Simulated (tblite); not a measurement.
A geometry optimisation, step by step.

Compound: C₅H₁₂B₂FN.
Numbering: `[BH2:1][NH:2][BH:3][C@@H:4]1[CH2:5][CH2:6][C@H:7]([F:8])[CH2:9]1` (hydrogens: H10, H11 on B1; H12 on N2; H13 on B3; H14 on C4; H15, H16 on C5; H17, H18 on C6; H19 on C7; H20, H21 on C9)

Computed with GFN2-xTB (tblite), gas phase: L-BFGS steps from a force-field or distance-geometry start until the largest atomic force falls under 0.01 eV/Å. 8 of its 95 geometries are shown.

Step 0: E = -732.8139 eV, largest atomic force 2.463 eV/Å
```
atom  x, y, z in Å  |  force x, y, z in eV/Å
B1      3.757   -0.255   -0.323   -2.298   0.316   0.828
N2      2.362   -0.888   -0.489    1.437  -0.040   1.857
B3      1.402    0.035    0.202    1.366   0.073  -1.191
C4     -0.064    0.352   -0.305    1.106  -0.543   1.394
C5     -0.809    0.924    0.909   -0.588   0.930  -0.969
C6     -2.217    0.924    0.308    0.006   0.064   0.319
C7     -2.302   -0.549   -0.062   -0.130   0.154   0.365
F8     -2.581   -1.238    1.116   -0.262  -0.282  -0.520
C9     -0.895   -0.884   -0.558   -0.373  -1.103  -1.304
H10     3.954    0.748   -0.909    0.105  -0.513  -0.323
H11     4.228   -0.325    0.760    0.491  -0.613  -0.496
H12     2.388   -1.841   -0.012   -0.363   1.519  -1.012
H13     1.837    0.789    1.021   -0.071  -0.216  -0.172
H14    -0.104    1.049   -1.140    0.104  -0.021   0.019
H15    -0.802    0.181    1.701    0.253   0.418   0.317
H16    -0.459    1.920    1.200   -0.069  -0.381   0.170
H17    -2.980    1.242    1.028   -0.012  -0.059  -0.449
H18    -2.219    1.476   -0.640   -0.303   0.267   0.512
H19    -3.061   -0.750   -0.822   -0.282  -0.353   0.365
H20    -0.467   -1.764   -0.042   -0.419   0.393  -0.191
H21    -0.977   -1.130   -1.636    0.302  -0.010   0.482
```

Step 13: E = -734.3270 eV, largest atomic force 0.590 eV/Å
```
atom  x, y, z in Å  |  force x, y, z in eV/Å
B1      3.834   -0.285   -0.138   -0.239   0.038   0.148
N2      2.472   -0.747   -0.127    0.006   0.574  -0.045
B3      1.505    0.190    0.240   -0.179  -0.209  -0.282
C4     -0.029    0.226   -0.161   -0.164   0.042   0.033
C5     -0.868    0.960    0.892   -0.086   0.118   0.074
C6     -2.284    0.887    0.334    0.075   0.015  -0.009
C7     -2.359   -0.570   -0.112    0.076  -0.061   0.075
F8     -2.647   -1.352    1.001   -0.146  -0.001   0.007
C9     -0.938   -0.946   -0.582   -0.006  -0.137  -0.007
H10     4.030    0.636   -0.820    0.262   0.275  -0.084
H11     4.646   -0.653    0.601    0.279  -0.520   0.014
H12     2.218   -1.671   -0.402   -0.053  -0.468   0.046
H13     1.900    1.161    0.756    0.052   0.199   0.007
H14     0.016    0.895   -1.030   -0.043   0.133  -0.100
H15    -0.817    0.429    1.838   -0.030  -0.107   0.148
H16    -0.508    1.970    1.057   -0.071   0.159  -0.020
H17    -3.071    1.140    1.046    0.109  -0.093  -0.003
H18    -2.361    1.549   -0.527   -0.119  -0.043  -0.089
H19    -3.172   -0.788   -0.815    0.176   0.036  -0.078
H20    -0.684   -1.879   -0.086    0.166  -0.065   0.122
H21    -0.894   -1.135   -1.657   -0.066   0.114   0.043
```

Step 27: E = -734.9405 eV, largest atomic force 0.433 eV/Å
```
atom  x, y, z in Å  |  force x, y, z in eV/Å
B1      3.916   -0.394   -0.129    0.001   0.323   0.164
N2      2.511   -0.588   -0.135    0.204   0.133   0.075
B3      1.506    0.383    0.092    0.112  -0.026   0.103
C4     -0.067    0.304   -0.155    0.050   0.068  -0.108
C5     -0.926    1.024    0.907    0.052  -0.072  -0.099
C6     -2.341    0.830    0.367    0.012  -0.026   0.031
C7     -2.351   -0.625   -0.101    0.106  -0.068  -0.049
F8     -2.782   -1.450    0.927    0.169   0.005   0.064
C9     -0.896   -0.958   -0.503    0.101   0.106   0.067
H10     4.378    0.691   -0.263   -0.270  -0.322   0.104
H11     4.628   -1.306    0.065   -0.073  -0.053  -0.201
H12     2.250   -1.558   -0.223   -0.308  -0.105  -0.044
H13     1.898    1.433    0.455   -0.061  -0.027  -0.100
H14    -0.129    0.946   -1.051   -0.088   0.041   0.005
H15    -0.832    0.538    1.885    0.032   0.064  -0.200
H16    -0.651    2.076    1.006   -0.047  -0.137   0.024
H17    -3.119    1.023    1.100   -0.046  -0.083   0.122
H18    -2.519    1.481   -0.488    0.051   0.019  -0.056
H19    -3.065   -0.820   -0.906   -0.030   0.077  -0.097
H20    -0.566   -1.850    0.035   -0.037   0.152   0.010
H21    -0.851   -1.163   -1.577    0.071  -0.071   0.183
```

Step 40: E = -735.1299 eV, largest atomic force 0.118 eV/Å
```
atom  x, y, z in Å  |  force x, y, z in eV/Å
B1      3.813   -0.485   -0.080   -0.029  -0.099   0.057
N2      2.407   -0.582   -0.025   -0.019   0.049  -0.094
B3      1.499    0.495    0.055    0.039   0.054   0.026
C4     -0.058    0.416   -0.242   -0.007  -0.008   0.026
C5     -0.910    1.060    0.866   -0.042  -0.015  -0.004
C6     -2.329    0.796    0.377   -0.048   0.001   0.016
C7     -2.268   -0.648   -0.124   -0.033   0.020   0.040
F8     -2.680   -1.497    0.893    0.064  -0.061  -0.034
C9     -0.790   -0.919   -0.472   -0.046  -0.018   0.025
H10     4.318    0.536    0.162    0.029   0.081  -0.023
H11     4.449   -1.426   -0.371   -0.037  -0.018   0.053
H12     2.023   -1.504   -0.186   -0.088   0.018  -0.073
H13     1.918    1.564    0.306    0.065  -0.090  -0.001
H14    -0.216    1.029   -1.143    0.003  -0.005   0.018
H15    -0.750    0.528    1.805    0.028   0.050  -0.008
H16    -0.692    2.115    1.022   -0.020  -0.020  -0.074
H17    -3.083    0.904    1.154   -0.020  -0.005   0.015
H18    -2.580    1.457   -0.454    0.006   0.018   0.024
H19    -2.966   -0.844   -0.947    0.082  -0.002  -0.010
H20    -0.425   -1.692    0.206    0.017   0.021   0.024
H21    -0.689   -1.286   -1.493    0.057   0.030  -0.003
```

Step 54: E = -735.1879 eV, largest atomic force 0.113 eV/Å
```
atom  x, y, z in Å  |  force x, y, z in eV/Å
B1      3.739   -0.590   -0.058    0.026   0.041   0.023
N2      2.337   -0.551   -0.176    0.015  -0.053   0.001
B3      1.511    0.575    0.014   -0.073  -0.063   0.005
C4     -0.055    0.500   -0.231   -0.039   0.022  -0.007
C5     -0.936    1.133    0.858   -0.026   0.017   0.011
C6     -2.345    0.741    0.418   -0.030  -0.050   0.015
C7     -2.199   -0.682   -0.125    0.037  -0.043  -0.069
F8     -2.617   -1.611    0.815   -0.012   0.049   0.013
C9     -0.705   -0.882   -0.420    0.057   0.025  -0.003
H10     4.280    0.400    0.250    0.088  -0.068  -0.017
H11     4.315   -1.587   -0.269    0.006   0.001   0.010
H12     1.882   -1.421   -0.431    0.002   0.096   0.001
H13     2.016    1.587    0.320   -0.063  -0.014   0.005
H14    -0.259    1.080   -1.142    0.043  -0.014  -0.054
H15    -0.708    0.701    1.833    0.002  -0.049  -0.008
H16    -0.813    2.211    0.925    0.036   0.041  -0.017
H17    -3.077    0.764    1.221   -0.021   0.052   0.047
H18    -2.678    1.395   -0.390   -0.030   0.005   0.059
H19    -2.835   -0.858   -0.998   -0.052  -0.040  -0.040
H20    -0.326   -1.599    0.311    0.047   0.040   0.015
H21    -0.538   -1.286   -1.418   -0.010   0.005   0.011
```

Step 67: E = -735.1994 eV, largest atomic force 0.037 eV/Å
```
atom  x, y, z in Å  |  force x, y, z in eV/Å
B1      3.734   -0.618   -0.048   -0.015  -0.010   0.000
N2      2.336   -0.525   -0.192    0.013   0.021   0.007
B3      1.507    0.599    0.009    0.001  -0.004   0.006
C4     -0.060    0.525   -0.249    0.011  -0.002  -0.006
C5     -0.949    1.150    0.839    0.032   0.005   0.002
C6     -2.358    0.724    0.429    0.021   0.027   0.013
C7     -2.186   -0.692   -0.132   -0.028   0.015   0.009
F8     -2.603   -1.628    0.800   -0.001  -0.006   0.007
C9     -0.686   -0.869   -0.411   -0.020  -0.001  -0.008
H10     4.336    0.324    0.288    0.004   0.027   0.005
H11     4.267   -1.638   -0.269   -0.005  -0.008   0.001
H12     1.869   -1.375   -0.480   -0.015   0.013  -0.003
H13     1.997    1.610    0.338   -0.006  -0.019   0.012
H14    -0.258    1.089   -1.172   -0.003  -0.012  -0.008
H15    -0.698    0.720    1.810    0.005   0.015   0.004
H16    -0.838    2.231    0.899   -0.004  -0.001   0.001
H17    -3.064    0.727    1.258    0.010  -0.017   0.003
H18    -2.737    1.385   -0.350   -0.009  -0.014  -0.011
H19    -2.813   -0.873   -1.011   -0.010   0.000  -0.016
H20    -0.295   -1.549    0.348    0.008  -0.011  -0.009
H21    -0.508   -1.299   -1.395    0.010  -0.016  -0.010
```

Step 81: E = -735.2007 eV, largest atomic force 0.012 eV/Å
```
atom  x, y, z in Å  |  force x, y, z in eV/Å
B1      3.733   -0.617   -0.043    0.008   0.000   0.000
N2      2.336   -0.520   -0.195    0.002  -0.001  -0.001
B3      1.504    0.599    0.015    0.002  -0.003  -0.005
C4     -0.060    0.521   -0.258   -0.003   0.001   0.002
C5     -0.942    1.153    0.831   -0.008   0.002   0.002
C6     -2.354    0.723    0.436   -0.002  -0.002  -0.003
C7     -2.188   -0.691   -0.132    0.003   0.002   0.003
F8     -2.605   -1.630    0.799    0.001   0.001  -0.005
C9     -0.689   -0.873   -0.416   -0.004   0.001  -0.003
H10     4.335    0.329    0.286    0.000  -0.002   0.010
H11     4.261   -1.642   -0.253    0.000   0.011  -0.001
H12     1.868   -1.366   -0.494   -0.002  -0.003  -0.001
H13     1.984    1.604    0.372    0.006  -0.009  -0.003
H14    -0.257    1.081   -1.183    0.002  -0.005  -0.002
H15    -0.682    0.735    1.804    0.002   0.006   0.001
H16    -0.833    2.235    0.879   -0.001   0.000   0.001
H17    -3.051    0.719    1.272    0.010   0.002   0.000
H18    -2.745    1.383   -0.340   -0.010  -0.004   0.002
H19    -2.819   -0.867   -1.010    0.010   0.000   0.007
H20    -0.294   -1.554    0.340   -0.009   0.005  -0.007
H21    -0.512   -1.304   -1.401   -0.007   0.000   0.001
```

Step 94: E = -735.2013 eV, largest atomic force 0.008 eV/Å
```
atom  x, y, z in Å  |  force x, y, z in eV/Å
B1      3.733   -0.618   -0.034   -0.004   0.000   0.001
N2      2.337   -0.523   -0.197    0.004   0.001  -0.001
B3      1.503    0.594    0.014   -0.003  -0.003   0.000
C4     -0.060    0.520   -0.265   -0.002   0.005   0.001
C5     -0.940    1.161    0.821    0.000  -0.002   0.002
C6     -2.354    0.721    0.444    0.003   0.002   0.001
C7     -2.189   -0.691   -0.130    0.000   0.003  -0.001
F8     -2.605   -1.636    0.794    0.001   0.003   0.004
C9     -0.691   -0.873   -0.419    0.001   0.005   0.000
H10     4.328    0.322    0.323   -0.004   0.004   0.002
H11     4.269   -1.634   -0.263    0.004  -0.007   0.001
H12     1.872   -1.367   -0.508    0.004   0.002  -0.004
H13     1.986    1.596    0.379   -0.004  -0.001  -0.002
H14    -0.254    1.076   -1.193    0.000   0.000  -0.001
H15    -0.671    0.757    1.798    0.000   0.001  -0.001
H16    -0.837    2.244    0.855    0.000  -0.008   0.000
H17    -3.037    0.710    1.292    0.001  -0.001  -0.005
H18    -2.764    1.379   -0.323   -0.001  -0.001   0.004
H19    -2.821   -0.861   -1.008    0.001  -0.002  -0.002
H20    -0.294   -1.555    0.335   -0.001   0.001   0.006
H21    -0.519   -1.305   -1.405   -0.002  -0.002  -0.005
```

Problem. Summarise the path.

Solution. The energy falls by 55.05 kcal/mol from step 0 to step 94; nine tenths of that is first reached at step 28. It falls at every step. The largest force goes from 2.463 to 0.008 eV/Å. Among the bonds B1–N2 changes most, from 1.541 to 1.409 Å; the atoms move by 0.686 Å rms after alignment.

Problem. Follow the three bonds and two angles with the largest change from start to end.

Solution. 
```csv
step,E above end (kcal/mol),largest force (eV/Å),B1–N2 (Å),N2–B3 (Å),N2–H12 (Å),B1–N2–B3 (°),B3–C4–C5 (°)
0,55.05,2.463,1.541,1.501,1.066,106.1,105.7
4,36.53,0.865,1.429,1.421,1.007,103.0,111.7
8,28.58,0.918,1.455,1.418,1.019,107.9,110.6
12,20.70,0.498,1.434,1.391,1.015,116.9,111.2
16,17.50,0.611,1.442,1.395,1.005,117.5,112.3
20,12.08,0.563,1.424,1.409,1.023,125.2,114.7
25,7.44,0.332,1.418,1.418,1.007,128.1,115.9
29,4.70,0.529,1.417,1.415,1.014,128.3,114.3
33,2.90,0.300,1.413,1.414,1.009,128.3,113.6
37,2.05,0.263,1.410,1.410,1.014,127.6,113.1
41,1.58,0.141,1.410,1.412,1.012,126.0,112.6
45,1.23,0.129,1.410,1.409,1.014,125.6,113.3
49,0.84,0.162,1.408,1.408,1.010,125.7,114.5
53,0.38,0.144,1.407,1.409,1.015,126.2,115.7
57,0.18,0.097,1.408,1.411,1.011,127.2,116.1
61,0.10,0.057,1.409,1.410,1.013,127.9,116.1
65,0.06,0.039,1.409,1.411,1.012,128.4,115.9
69,0.03,0.031,1.408,1.411,1.013,128.6,115.7
74,0.02,0.020,1.408,1.410,1.012,128.6,115.3
78,0.02,0.020,1.408,1.410,1.013,128.6,115.2
82,0.01,0.012,1.408,1.410,1.012,128.6,115.0
86,0.01,0.016,1.408,1.410,1.012,128.7,114.9
90,0.00,0.015,1.408,1.410,1.012,128.5,114.8
94,0.00,0.008,1.409,1.410,1.012,128.4,114.8
```

The cost below is that of the whole relaxation. Time: 0.58 s wall. Hardware: Arm Neoverse V2, one thread, on a shared host.
